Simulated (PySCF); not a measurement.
# Field gradients at the hydrogen positions

Species: C5H11FSi.
Geometry (GFN2-xTB, Å), atoms numbered from 1 in this order:
```
atom  x, y, z in Å
C1     1.548   -1.157   -0.208
C2     0.731    0.127   -0.092
C3     1.298    1.029    1.004
C4    -0.722   -0.198    0.196
Si5   -1.961   -0.721   -1.135
C6    -1.769    0.869   -0.119
F7    -2.644    1.163    0.902
H8     1.148   -1.791   -0.996
H9     1.515   -1.711    0.727
H10    2.587   -0.931   -0.436
H11    0.783    0.662   -1.048
H12    1.292    0.509    1.960
H13    2.323    1.314    0.773
H14    0.702    1.933    1.102
H15   -0.855   -0.633    1.183
H16   -1.546   -0.631   -2.522
H17   -3.025   -1.629   -0.762
H18   -1.415    1.805   -0.541
```

Level: PBE0/pcSseg-1 (PySCF, non-relativistic); Q(2H) = 0.00286 b; rigid geometry, the same for H and D, with no vibrational averaging.

Problem. Rank these positions by the coupling χzz of a deuteron there, largest first.
A. H11 (methine hydrogen)
B. H13 (methyl hydrogen)
C. H16 (Si–H hydrogen)

Solution. B (212 kHz), A (197 kHz), C (117 kHz).

Problem. Give the electric field gradient Vzz (the principal value of largest size), its asymmetry and the 2H coupling at each hydrogen.

Solution. 
| atom | bonded to | bond length (Å) | Vzz (au) | η | χzz (kHz) |
| --- | --- | --- | --- | --- | --- |
| H8 | C1 | 1.088 | 0.3155 | 0.02 | 212 |
| H9 | C1 | 1.088 | 0.3146 | 0.02 | 211 |
| H10 | C1 | 1.087 | 0.3163 | 0.02 | 213 |
| H11 | C2 | 1.096 | 0.2932 | 0.02 | 197 |
| H12 | C3 | 1.088 | 0.3140 | 0.02 | 211 |
| H13 | C3 | 1.088 | 0.3155 | 0.02 | 212 |
| H14 | C3 | 1.087 | 0.3154 | 0.02 | 212 |
| H15 | C4 | 1.087 | 0.3203 | 0.09 | 215 |
| H16 | Si5 | 1.451 | 0.1738 | 0.07 | 117 |
| H17 | Si5 | 1.447 | 0.1767 | 0.07 | 119 |
| H18 | C6 | 1.086 | 0.3137 | 0.13 | 211 |

Problem. Average by the element that carries the hydrogen.

Solution. on C: 210 kHz over 9 positions, mean bond length 1.088 Å; on Si: 118 kHz over 2 positions, mean bond length 1.449 Å.

The structure is a single GFN2-xTB conformer in the gas phase; no vibrational or solvent corrections. GFN2-xTB bond lengths can be off by several hundredths of an ångström, more for odd bonds, and the gradients follow them. A larger basis could move these couplings by a tenth or more.
